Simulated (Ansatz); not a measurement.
HBr ··· SiH₄

The pair of HBr (SMILES Br, atoms 1–2) and SiH₄ (SMILES [SiH4], atoms 3–7), both closed shells, in one local arrangement (a lower one may exist), relaxed at PBE0-D4/def2-TZVP:

```xyz
7
angstrom
Br -0.0513 -0.4988 -2.8233
H -0.6677 0.7618 -2.6002
Si 0.1456 -0.0565 1.0821
H 1.5377 -0.1183 0.5727
H 0.1653 0.2062 2.5444
H -0.5475 -1.3417 0.8201
H -0.5820 1.0475 0.4042
```

Program: Ansatz 0.2.0. Basis: def2-TZVPPD, with def2-QZVPPD for the basis limit. Cores are frozen in the correlated methods. Filled d shells of the heavier atoms are correlated. The def2 sets are not built for correlating such inner shells, so the correlated values are less sure here. B3LYP uses VWN-RPA correlation. Extrapolation: Hartree–Fock as exp(−7.88 √X), correlation as X^−2.97. Interaction energies count from these two fragments, frozen as in the pair, with the counterpoise correction; negative means bound.

Problem. What is the interaction energy by CCSD(T) at an estimated basis limit (MP2 extrapolated from triple and quadruple zeta, plus CCSD(T) − MP2 in triple zeta)? (Judge from chemistry; the value comes from the calculation.)

Solution. Computed: -4.2 kJ/mol. Hartree–Fock alone gives 2.4 kJ/mol at the basis limit, so without correlation the pair would not bind at this distance. It counts from the two fragments frozen as in the pair.

The same quantity by other methods in triple zeta, and each one's difference from that estimate:
```csv
method,E_int (kJ/mol),difference
PBE-D4,-4.6,-0.4
revPBE-D4,-2.4,1.8
BLYP-D4,-2.6,1.6
r2SCAN-D4,-3.6,0.6
B97M-V,-4.3,-0.1
PBE0-D4,-4.3,-0.1
B3LYP-D4,-3.5,0.8
HSE06-D4,-4.3,-0.1
wB97X-V,-4.2,0.0
wB97M-V,-4.2,0.0
B2PLYP,-0.4,3.8
HF,2.4,6.6
MP2,-3.4,0.8
CCSD,-2.2,2.0
CCSD(T),-3.0,1.3
```
Differences are method less estimate.

Problem. Which atoms make the shortest contact between the fragments?

Solution. H2 and H7, 3.02 Å apart.

Basis-set superposition shift (counterpoise-corrected less uncorrected): CCSD(T) 1.7; MP2 1.7; HF 0.2; PBE0-D4 0.2; wB97M-V 0.2 kJ/mol.

The T1 diagnostic stays at or below 0.011.

For scale, one of the runs: CCSD(T)/def2-TZVPPD, 190 basis functions, launched by `ansatz run in.yaml --threads 2 --pin off --events-out ev --progress --plain --max-ram 5222MiB`. Time: 57 s of wall clock on 2 CPU threads of an Arm Neoverse V1; the host was shared. Peak host memory: 1.9 GiB.
